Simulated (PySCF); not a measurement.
Compound: C2H11BNPSi.
Z-matrix (Å and degrees, PBE0-D3(BJ)/def2-SVP geometry), rows numbered from 1:
```
B 
P   1  1.8453
Si  2  2.2451  1  108.07
N   3  1.7290  2  109.29  1   174.40
C   4  1.4409  3  122.70  2   141.39
C   4  1.4412  3  121.37  2   -52.69
H   1  1.2074  2  118.25  3   -45.33
H   1  1.2062  2  120.42  3   141.48
H   2  1.4189  1  107.96  3  -114.16
H   3  1.4922  2  113.71  1   -67.27
H   3  1.5002  2  102.41  1    50.67
H   5  1.0999  4  110.73  3   -16.94
H   5  1.1085  4  112.65  3   103.59
H   5  1.1062  4  110.88  3  -136.29
H   6  1.1083  4  112.61  3  -101.90
H   6  1.1059  4  110.90  3   137.77
H   6  1.1012  4  110.67  3    18.83
```

Method: TDDFT wB97X-D/def2-SVPD, vertical, gas phase, core orbitals frozen in the response in PySCF.

Each state is given a Gaussian of 0.5 eV full width at half maximum, with ε(max) = 2.175×10⁸ f / Δν̃ (Δν̃ the width in cm⁻¹). The width is an assumption, not a result. The curve ends short of the highest state used, and states not computed would add to its high-energy end.

(E (eV), ε (L mol⁻¹ cm⁻¹)): (4.23, 15), (4.31, 55), (4.39, 170), (4.46, 410), (4.54, 980), (4.62, 2044), (4.70, 3717), (4.77, 5609), (4.85, 7910), (4.93, 9751), (5.01, 10518), (5.08, 10080), (5.16, 8484), (5.24, 6264), (5.32, 4062), (5.40, 2327), (5.47, 1313), (5.55, 668), (5.63, 414), (5.71, 387), (5.78, 457), (5.86, 581), (5.94, 730), (6.02, 915), (6.09, 1128), (6.17, 1444), (6.25, 1836), (6.33, 2321), (6.40, 2877), (6.48, 3788)

Task: Where are the band maxima, and which computed states make them?

Result: 247 nm (5.02 eV), ε about 11000, made up of S1 (70%) and S2 (30%) (ε in L mol⁻¹ cm⁻¹; maxima over ε = 5, shares over 10%). At its high-energy end, 6.48 eV, the curve is still rising (ε about 3800, from S5, S6, S7, S8 and S9). The states used: S1 4.98 eV (f 0.138); S2 5.10 eV (f 0.063); S3 5.91 eV (f 0.0086); S4 6.16 eV (f 0.0007); S5 6.32 eV (f 0.014); S6 6.36 eV (f 0.010); S7 6.54 eV (f 0.015); S8 6.83 eV (f 0.103); S9 6.88 eV (f 0.058); S10 7.08 eV (f 0.051).

Task: Coming from long wavelengths, where does ε first pass 100 L mol⁻¹ cm⁻¹?

Result: At about 285 nm (4.35 eV), 0.63 eV below S1.

Task: On this curve, what absorbance would a 10⁻³ mol/L sample give at 193 nm over a 1 cm path?

Result: 193 nm is 6.424 eV, where ε is about 3100 L mol⁻¹ cm⁻¹, so A = ε c l ≈ 3.1 (Beer–Lambert, with the gas-phase spectrum and the assumed width).

Task: What would ε be at 5.02 eV, the highest of these maxima, with half the width (0.25 eV)?

Result: About 19100 L mol⁻¹ cm⁻¹ against 10500, a factor of about 1.8; a lone state at its own centre would give exactly 2.

The vertical ionisation energy (ΔSCF) is 8.36 eV, 1.27 eV above S10.

One conformer stands for the species.
